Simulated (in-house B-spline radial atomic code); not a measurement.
As. Computed with a B-spline radial atomic code. Model: non-relativistic spherical atom: semilocal Troullier-Martins pseudo-atom, one channel per l, against all electrons, high spin, G0W0 and RPA with empty states to l = 8, local potential for every l without a channel, a model core (radius 0 = none) keeps its share of the functional.

What the tables leave out is listed at the end.

The pseudopotential gives back the lowest level of each angular momentum of its own functional in the configuration it was made in; a second state of the same l is only approximately right. Exact exchange, RPA and GW see the smooth pseudo-orbitals and miss the exchange with the core, for which the functional's share stands in. The column with an uncorrelated core keeps all orbitals and exact exchange, and so separates missing core correlation from pseudisation. Only the three outermost levels and the lowest empty one were computed. RPA here is direct RPA, with no exchange kernel, and its energies carry an (l + 1/2)⁻⁴ tail. A hybrid on a potential with a model core restores only its own semilocal share of the core's exchange.

Command:
```bash
python run_psgw.py task.json out
```
Settings (lengths in bohr, energies in hartree):
```
Z                      33
electrons              33
configuration          [Ar] 3d10 4s2 4p3
generated_in           [Ar] 3d10 4s2 4p3
functional             lda,vwn
core_shells            3
radius_factor          1.15
core_correction        True
```

Time taken, with all properties: 17 s on 1 thread of Intel(R) Xeon(R) 6975P-C (Granite Rapids), on a shared host.

Given: made with LDA VWN5; model core radius 0.274 bohr; local radius 0.752 bohr; mean-field start LDA VWN5.

Valence shells of the generating configuration: 3s, 3p, 3d, 4s, 4p.

Channel: s 0.61, p 0.598, d 1.625 (radii in bohr).

Computed: largest level miss in the spin-unpolarised generating configuration 0.163 eV; valence RPA correlation energy all-electron orbitals -1.5979 hartree; all-electron RPA polarisability, core included 27.5 bohr³; pseudo-atom RPA polarisability 27.047 bohr³.

```tsv
level	occupied	mean-field all-electron (eV)	mean-field pseudo minus all (eV)	G0W0 all-electron (eV)	G0W0 uncorrelated core minus all (eV)	G0W0 pseudo minus all (eV)	exchange self-energy all-electron (eV)	exchange self-energy pseudo (eV)
4p up	1	-5.9955	-0.031	-9.6794	0.006	-0.032	-16.425	-15.959
4s down	1	-12.866	-0.167	-16.168	0.005	-0.167	-16.466	-15.775
4p down (empty)	0	-4.0904	-0.028	-1.1531	0.006	0.045	-4.2891	-3.8317
```

(1) What is the valence RPA correlation energy pseudo?

Given: mean-field start PBE0.

Computed: valence RPA correlation energy all-electron orbitals -1.5327 hartree; valence RPA correlation energy pseudo -1.3345 hartree; all-electron RPA polarisability, core included 23.291 bohr³.

| level | occupied | mean-field all-electron (eV) | mean-field pseudo minus all (eV) | G0W0 all-electron (eV) | G0W0 uncorrelated core minus all (eV) | G0W0 pseudo minus all (eV) | exchange self-energy all-electron (eV) | exchange self-energy pseudo (eV) |
| --- | --- | --- | --- | --- | --- | --- | --- | --- |
| 4p up | 1 | -7.1338 | -0.023 | -9.9925 | 0.006 | -0.032 | -16.38 | -15.893 |
| 4s down | 1 | -13.452 | -0.101 | -16.339 | 0.005 | -0.155 | -16.195 | -15.47 |
| 4p down (empty) | 0 | -2.6294 | -0.033 | -0.81084 | 0.005 | 0.011 | -3.9153 | -3.5137 |

(2) What is the pseudo-atom RPA polarisability?

## Answers

(1) -1.3884 hartree.

(2) 23.085 bohr³.

Among the listed levels the largest G0W0 shift of the pseudo-atom is -0.17 eV, for 4s down on the LDA VWN5 start, while leaving the core uncorrelated moves that level by +0.01 eV. So pseudisation and the lost core exchange, not the missing core correlation, make the error. Not in the tables (levels of low weight, unsolved or above zero; the highest and the empty levels are kept at any weight): on LDA the G0W0 levels 4s up (pseudo minus all -0.14 eV, weights 0.05 and 0.06); on PBE0 the G0W0 levels 4s up (pseudo minus all -0.12 eV, weights 0.34 and 0.34); no Hartree-Fock pseudo-atom is run with a model core.
